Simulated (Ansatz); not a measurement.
```yaml
crystal:
  periodic: [false, false, false]
  atoms:
    - {symbol: C, position_ang: [0.528963, 1.931422, -0.597968]}
    - {symbol: Si, position_ang: [-0.427083, 0.372307, -0.875875]}
    - {symbol: N, position_ang: [0.245887, -0.966203, -0.104414]}
    - {symbol: Si, position_ang: [-0.465635, -1.848917, 1.448696]}
    - {symbol: H, position_ang: [-0.015124, 2.861506, -1.304881]}
    - {symbol: H, position_ang: [0.503756, 2.247769, 0.353869]}
    - {symbol: H, position_ang: [1.640649, 1.765122, -0.990158]}
    - {symbol: H, position_ang: [-0.685090, 0.105591, -2.263491]}
    - {symbol: H, position_ang: [-1.651226, 0.475719, -0.335279]}
    - {symbol: H, position_ang: [1.108611, -1.246992, -0.500903]}
    - {symbol: H, position_ang: [-1.291205, -0.951588, 2.064551]}
    - {symbol: H, position_ang: [0.884090, -2.115746, 2.163203]}
    - {symbol: H, position_ang: [-0.878825, -2.965124, 0.883014]}
basis:
  gaussian: {orbitals: 6-31G, final_grid: {core_spheres: 5, valence_spheres: 4, degree: 11}, point_charges: [{charge: 0.50, position_ang: [5.387, -0.711, 0.364]}]}
hamiltonian: {xc: {name: HF}}
correlation: {active_space: {window: {electrons: 3, orbitals: 2}}}
scf: {lower_state_search: off}
output: {forces: true}
```

```sh
$ ansatz run in.yaml --threads 4 --pin off --events-out ev --progress --plain --max-ram 10444MiB
```

**Question.** How does Ansatz answer? (An estimate is asked.)

**Answer.** Ansatz gave: The run stopped with an error.
```
Functional definition: HF
827 factors; integrals over basis functions are off by at most 2.3e-4 eV
mean field evaluation 1: about -18370.0803 eV, gradient 3.6e1 eV
mean field evaluation 2: about -18370.0837 eV, gradient 3.6e1 eV
mean field evaluation 4: about -18373.2579 eV, gradient 2.9e0 eV
mean field evaluation 8: about -18373.2872 eV, gradient 7.0e-5 eV
mean field -18373.28721935 eV, -675.2058514498 hartree, gradient 2.3e-6 eV, S^2 0.000000; 0 other end points of the search recorded, 0 dependent functions left out
reference -18373.28721935 eV, -675.2058514498 hartree; 25, 25 occupied and 37, 37 virtual orbitals, 827 factors
Error: 3 electrons in 2 orbitals form no window around the highest filled level of the reference
```
